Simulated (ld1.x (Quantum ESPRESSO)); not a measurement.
**Eu (Z = 63), TM: configuration errors across variants**

```json
{
  "Element": "europium (Eu)",
  "Generator": "ld1.x (Quantum ESPRESSO) 7.5",
  "Type": "norm-conserving Troullier–Martins (Kleinman–Bylander form)",
  "Functional": "PW91",
  "Relativity": "scalar-relativistic",
  "Frozen core": "[Kr] 4d10 5s2",
  "Valence charge": "15",
  "Reference configuration": "4f7 5p6 5d0 6s2 6p0",
  "Partial waves": "5p (bound): rc 2.40 bohr; 5d (bound, empty): rc 3.30 bohr; 4f (bound): rc 1.50 bohr; 6s (bound): rc 2.75 bohr",
  "Local potential": "the s channel",
  "Core correction": "a·sin(br)/r model core, default radius (core density twice the valence density)"
}
```

All-electron excitation energies from the reference (eV): (1) 4f7 5p6 5d0 6s1 6p0 6.054; (2) 4f7 5p6 5d0 6s0 6p0 17.326; (3) 4f6 5p6 5d0 6s0 6p0 41.822; (4) 4f7 5p6 5d0 6s0 6p1 9.268; (5) 4f7 5p6 5d0.5 6s1.5 6p0 1.057; (6) 4f7 5p6 5d0 6s0 6p2 5.157; (7) 4f7 5p5 5d0 6s2 6p0 28.848.

The default core radius of the base comes out at 0.90 bohr.

4 further variants failed, have other tests or another functional or relativity, and are left out.

Errors AE − PS in meV (a dash: test not solved or not reliable):

| change | (1) | (2) | (3) | (4) | (5) | (6) | (7) | bound ghosts |
| --- | --- | --- | --- | --- | --- | --- | --- | --- |
| base | +0.2 | -19 | -828 | -450 | -2.0 | -589 | -66 | none |
| wave 6s (bound): rc 2.75 bohr becomes 6s (bound): rc 3.78 bohr | -2.3 | -27 | -737 | -519 | -2.9 | -679 | -169 | none |
| core correction a·sin(br)/r model core inside 0.98 bohr | +0.2 | -19 | -817 | -450 | -2.0 | -589 | -66 | none |
| wave 4f (bound): rc 1.50 bohr becomes 4f (bound): rc 1.54 bohr | +0.2 | -19 | -799 | -450 | -2.0 | -589 | -66 | none |
| all radii but the core radius scaled by about 1.16 (s 3.18, p 2.78, d 3.82, f 1.74 bohr) | -2.4 | -22 | -488 | -514 | -1.4 | -675 | -197 | none |
| wave 5d (bound): rc 3.30 bohr becomes 5d (bound): rc 4.64 bohr | +0.2 | -19 | -828 | -450 | +5.6 | -589 | -66 | none |
| wave 5d (bound): rc 3.30 bohr becomes 5d (bound): rc 4.12 bohr | +0.2 | -19 | -828 | -450 | +1.4 | -589 | -66 | none |

Give the same row for: wave 5p (bound): rc 2.40 bohr becomes 5p (bound): rc 3.06 bohr.

+0.2, -19, -803, -448, -2.0, -586, -76; bound ghosts: none.
